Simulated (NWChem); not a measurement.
Molecule: CH$_{4}$F$_{2}$Si; SMILES FC(F)[SiH3]

Results from NWChem. Each level has its own optimisation; frequencies are unscaled.

```csv
level,r C–F (Å),r C–Si (Å),r C–H (Å),highest harmonic frequency (cm⁻¹),lowest (cm⁻¹),zero-point energy (kcal/mol),dipole (D)
BLYP/def2-SVP,1.386,1.940,…,…,…,…,…
Hartree-Fock/3-21G,1.390,1.934,1.077,3289,173,31.3,2.58
B3LYP/3-21G,1.411,1.934,1.095,3056,187,29.2,1.90
PBE0/def2-SVP,1.359,1.924,1.107,3057,151,29.6,1.75
```

Task: Some entries are withheld; supply them.

Result: 
- BLYP/def2-SVP, r C–H (Å): 1.116
- BLYP/def2-SVP, highest harmonic frequency (cm⁻¹): 2925
- BLYP/def2-SVP, lowest (cm⁻¹): 155
- BLYP/def2-SVP, zero-point energy (kcal/mol): 28.5
- BLYP/def2-SVP, dipole (D): 1.61
